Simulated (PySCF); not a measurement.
C₁₀H₇N₃. Atoms are numbered in the order given.

```xyz
20

C      0.0000     0.0000     2.7811
C      0.0000     1.2107     2.0889
C      0.0000     1.2423     0.6768
N      0.0000     2.4270     0.0254
C      0.0000     2.4167    -1.3088
C      0.0000     1.2542    -2.0789
C      0.0000     0.0000    -1.4247
C      0.0000    -1.2542    -2.0789
C      0.0000    -2.4167    -1.3088
N      0.0000    -2.4270     0.0254
C      0.0000    -1.2423     0.6768
C      0.0000    -1.2107     2.0889
N      0.0000     0.0000    -0.0183
H      0.0000     0.0000     3.8816
H      0.0000     2.1869     2.5882
H      0.0000     3.4050    -1.8038
H      0.0000     1.2778    -3.1759
H      0.0000    -1.2778    -3.1759
H      0.0000    -3.4050    -1.8038
H      0.0000    -2.1869     2.5882
```
Charge 0, spin multiplicity 1.

Coordinates come from a PBE-D3(BJ)/def2-SVP optimisation.

Method: PBE/def2-SVP (PySCF).

Symmetry labels are those of the subgroup C2v that the program uses (full group C2v).

Computed valence orbital energies around the gap with their symmetry:
```csv
orbital,symmetry,energy (eV)
HOMO−7,A1,-8.95
HOMO−6,B1,-8.87
HOMO−5,B1,-8.28
HOMO−4,B1,-7.24
HOMO−3,A2,-6.89
HOMO−2,A1,-6.47
HOMO−1,B2,-5.91
HOMO,A2,-4.44
LUMO,B1,-2.90
LUMO+1,B1,-1.85
LUMO+2,A2,-1.60
LUMO+3,A2,0.94
```
